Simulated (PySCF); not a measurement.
**Core binding energy against partial charge**

Species: C₇H₁₂PSi (charge -1).
Z-matrix (Å and degrees, PBE0-D3(BJ)/def2-SVP geometry), rows numbered from 1:
```
C 
C   1  1.5288
C   2  1.5034  1  113.76
P   3  1.7752  2  123.11  1   -99.05
C   4  1.7488  3   90.17  2   177.52
C   5  1.4102  4  112.94  3     0.30
Si  6  1.8361  5  122.36  4   179.36
C   3  1.3987  2  124.56  1    78.28
C   8  1.5032  3  124.31  2     1.33
H   1  1.1015  2  109.94  3    57.43
H   1  1.1020  2  110.95  3   -60.86
H   1  1.1051  2  112.29  3   178.24
H   2  1.1081  1  108.70  3   123.58
H   2  1.1044  1  108.63  3  -122.02
H   5  1.0948  4  124.27  3   179.32
H   7  1.5135  6  115.88  5   121.47
H   7  1.5053  6  110.69  5     1.62
H   7  1.5143  6  115.99  5  -118.08
H   9  1.1033  8  111.82  3    29.77
H   9  1.1076  8  112.93  3   -90.31
H   9  1.1042  8  111.87  3   149.63
```

Binding energies: delta-SCF UKS SCAN, pcX-2 on the ionised atom, pcseg-1 elsewhere, spin-free X2C (PySCF). Charges: PBE0/pcSseg-1 ground-state density, for the ionised atom.

| atom | environment | C 1s (eV) | Mulliken (e) | IAO (e) | Hirshfeld (e) | ESP (e) |
| --- | --- | --- | --- | --- | --- | --- |
| C5 | aromatic CH carbon | 284.37 | -0.392 | -0.424 | -0.183 | -0.156 |
| C6 | substituted aromatic carbon | 284.40 | -0.326 | -0.374 | -0.174 | -0.416 |
| C3 | substituted aromatic carbon | 284.41 | -0.488 | -0.278 | -0.111 | -0.306 |
| C8 | substituted aromatic carbon | 284.82 | -0.190 | -0.063 | -0.057 | +0.440 |
| C2 | benzylic-type carbon | 286.53 | -0.170 | -0.235 | -0.083 | +0.321 |
| C9 | benzylic-type carbon | 286.62 | -0.171 | -0.404 | -0.128 | -0.797 |
| C1 | methyl carbon | 286.79 | -0.265 | -0.400 | -0.128 | -0.262 |

Task: How well does each charge scheme correlate with the binding energies over these sites?

Result: Mulliken: r = 0.70, slope 6.6 eV per e; Hirshfeld: r = 0.30, slope 7.7 eV per e; ESP: r = -0.11, slope -0.3 eV per e; IAO: r = -0.17, slope -1.5 eV per e. Mulliken charges have the highest r, on only 7 points.

Task: The point-charge model writes a binding energy as kq + V + constant, with V the potential of the other atoms' charges at the site. What does it give with the Hirshfeld charges?

Result: V = Σ 14.40 eV Å × q/r over all other atoms: -5.15 eV at C5, -4.90 eV at C6, -5.85 eV at C3, -6.62 eV at C8, -4.51 eV at C2, -3.42 eV at C9, -2.86 eV at C1. Fitting binding energy − V to q gives k = 16.7 eV per e and leaves an rms residual of 0.24 eV, against 1.02 eV for the fit on q alone. The model has no term for differences in relaxation between sites.

The species carries charge -1, so core ionisation leaves a neutral species. The basis sets have no added diffuse functions. Geometry: PBE0-D3(BJ)/def2-SVP, one conformer, isolated ion.
